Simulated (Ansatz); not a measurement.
Job for Ansatz (a first-principles code): R-CCSD(T)/def2-TZVPP on CH3ITe (SMILES C[Te]I), a point of a torsion scan. Elements past Kr take the def2 small-core potentials; no spin–orbit coupling. The run froze 19 orbitals, filled d shells among them.

Ansatz 0.2 input:
```yaml
crystal:
  periodic: [false, false, false]
  atoms:
    - {symbol: C, position_ang: [-0.72508522, -0.04131606, 0.02629152]}
    - {symbol: Te, position_ang: [0.92381512, 1.33694029, -0.13636016]}
    - {symbol: I, position_ang: [2.55087589, -0.04733005, 1.47761859]}
    - {symbol: H, position_ang: [-0.82257267, -0.39789245, 1.04351285]}
    - {symbol: H, position_ang: [-1.61832625, 0.49820364, -0.25738279]}
    - {symbol: H, position_ang: [-0.59017609, -0.88604139, -0.63825074]}
basis:
  gaussian:
    orbitals: def2-TZVPP
magnetization: {spin_polarized: false}
correlation: {method: ccsd_t, electrons: outside_noble_gas}
scf: {lower_state_search: off}
```

It printed:

```
WARN ansatz: RAYON_NUM_THREADS=1 ignored (pool sized by the plan → 1); use --threads N
Functional definition: HF
these checks for a lower state are left out or cut short: stability, starts, cluster_reference, orbital_swaps, neighbouring_geometries, increment
integrals: 0.53 GiB planned
1369 factors; integrals over basis functions are off by at most 8.8e-4 eV
mean field: 0.59 GiB planned
mean field evaluation 1: about -16415.5478 eV, gradient 2.2e1 eV
mean field evaluation 2: about -16415.6659 eV, gradient 2.3e1 eV
mean field evaluation 4: about -16417.0670 eV, gradient 3.1e0 eV
mean field evaluation 8: about -16417.0974 eV, gradient 2.0e-1 eV
mean field -16417.09767175 eV, -603.3172115285 hartree, gradient 9.3e-6 eV, S^2 0.000000; 0 other end points of the search recorded, 0 dependent functions left out
19 core orbitals not correlated
reference -16417.09767175 eV, -603.3172115285 hartree; 10, 10 occupied and 144, 144 virtual orbitals, 1369 factors
second order -12.17963184 eV of doubles, -0.00000000 eV of singles
coupled cluster: 1.50 GiB planned
cycle   1  -12.85666138 eV  change   -6.8e-1 eV  update   8.3e-2
cycle   2  -13.19718008 eV  change   -3.4e-1 eV  update   2.5e-2
cycle   3  -13.25161285 eV  change   -5.4e-2 eV  update   1.1e-2
cycle   4  -13.24789108 eV  change    3.7e-3 eV  update   3.0e-3
cycle   5  -13.24764422 eV  change    2.5e-4 eV  update   1.3e-3
cycle   6  -13.24763594 eV  change    8.3e-6 eV  update   4.2e-4
cycle   7  -13.24758233 eV  change    5.4e-5 eV  update   1.4e-4
cycle   8  -13.24760774 eV  change   -2.5e-5 eV  update   4.6e-5
cycle   9  -13.24760437 eV  change    3.4e-6 eV  update   1.5e-5
perturbative correction -0.57246128 eV, -0.0210375640 hartree
Total energy: -16430.91773741 eV, -603.8250895736 hartree
Checks for a lower state left out: stability, starts, cluster_reference, orbital_swaps, neighbouring_geometries, increment
```

The run converged.

Cost: very roughly 23 core-seconds.
